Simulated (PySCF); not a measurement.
# Converging MgBe in the basis (r²SCAN)

PySCF, UKS reference; singlet, unpaired electrons none; De to Mg + Be without counterpoise correction.

```json
{"basis": "pcseg-1", "relativity": "no relativity", "functions": "19", "Re (Å)": "3.085", "ωe (cm⁻¹)": "169", "De (eV)": "0.17", "μ (D)": "-0.80"}
{"basis": "def2-SVPD", "relativity": "no relativity", "functions": "33", "Re (Å)": "2.994", "ωe (cm⁻¹)": "196", "De (eV)": "0.24", "μ (D)": "-0.69"}
{"basis": "jorge-DZP-DKH", "relativity": "spin-free X2C", "functions": "39", "Re (Å)": "3.005", "ωe (cm⁻¹)": "189", "De (eV)": "0.21", "μ (D)": "-0.59"}
{"basis": "6-311G(d,p)", "relativity": "no relativity", "functions": "44", "Re (Å)": "2.989", "ωe (cm⁻¹)": "193", "De (eV)": "0.21", "μ (D)": "-0.59"}
```

Problem. How does each smaller set differ from the one with most functions, 6-311G(d,p)?

Solution. pcseg-1: +9.6 pm, -12.4 % in ωe, -0.04 eV in De; def2-SVPD: +0.5 pm, +1.6 % in ωe, +0.03 eV in De; jorge-DZP-DKH: +1.6 pm, -2.1 % in ωe, +0.00 eV in De. All at r²SCAN; the set with most functions is neither the basis-set limit nor always the best. The rows treat relativity differently, so the differences are not basis effects alone.

A positive dipole means Mg(−)Be(+). Closed-shell solutions of metal pairs were not tested for spin polarisation, which can lower them a little. The bond is weak. Basis-set superposition, not corrected here, can be much of De in a small basis, most of all at correlated wavefunction levels. Functionals without a dispersion term scatter widely for such bonds, and LDA overbinds them.
